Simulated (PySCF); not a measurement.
# Checking a proposed structure

A compound C₅H₁₂O₂Si gives the data below (simulated from a calculation) and was assigned the structure `CC(C)O[Si@H](C)C=O`.

13C{1H} NMR (computed): δ 223.9 (C), 47.1 (CH), 37.4 (CH2), 20.6 (CH3, 2C).

1H NMR (300 MHz, computed): δ 4.99 (t, 2H), 3.27 (br s, 1H), 2.61 (sept, 1H), 2.40 (t, 2H), 1.17 (d, 6H).

Single conformer, gas phase, rapidly exchanging positions averaged, non-relativistic. GIAO PBE0/pcSseg-1 shieldings; GFN2-xTB structure; PySCF 2.14.

Shifts are taken against calculated references (same method and geometry level): 1H (σref 31.72), 13C (σref 186.93) against TMS.

(1) Compare with the shifts computed for the proposed structure, pairing carbons in order of shift.

(2) Which isomer fits?

Answers

(1) Mapped SMILES: `[CH3:1][CH:2]([CH3:3])[O:4][Si@H:5]([CH3:6])[CH:7]=[O:8]`. Each H is labelled by its parent atom.

```tsv
atom	computed for proposal	given list	difference
C7	254.8	223.9	+30.9
C2	70.9	47.1	+23.8
C1	28.0	37.4	-9.4
C3	27.9	20.6	+7.3
C6	0.4	20.6	-20.2
```

The rms difference is 20.3 ppm and the largest +30.9 ppm at C7 (carbonyl carbon). The proposal also would give 5 carbon signals, not 4. The carbon types in order of shift don't match either: CH, CH, CH3, CH3, CH3 for the proposal against C, CH, CH2, CH3, CH3 in the data. The proposal doesn't fit.

(2) SMILES CC(C)C(=O)C[SiH2]O.

- Carbon types of the structure: 1 × C, 1 × CH, 1 × CH2, 2 × CH3, leaving 3 H on heteroatoms.
- δC 223.9: ketone carbonyl carbon; low-lying n→π* states of the double bond to the heteroatom give a large paramagnetic term (-292 ppm).
- δC 47.1: sp3 CH α to a carbonyl; the adjacent C=O deshields it moderately.
- δC 20.6: methyl carbon; saturated and bonded to C and H only.
- δH 3.27: hydrogen on an oxygen bonded to Si; exchangeable, gas-phase position.

Other isomers checked: C=C(CO)O[SiH2]CC (rms 37.6 ppm).

This is the structure that produced the data.

Exchangeable OH/NH protons stand at their gas-phase positions; hydrogen bonding in a real sample shifts them, mostly to higher δ. Shifts are as computed. Against solution values, carbons near 30 ppm lie about +3 ppm off and those near 130 ppm about +5 ppm. Of 1309 compounds with measured shifts, 239 miss one by over three times the rms of a fit or turn the order of signals round; such compounds aren't used in these exercises. No couplings were computed; multiplicities are counted from neighbouring protons, with m where these are inequivalent, close in shift, in a saturated or five-membered ring or joined by F or P, and br s for small geminal =CH2 splittings.
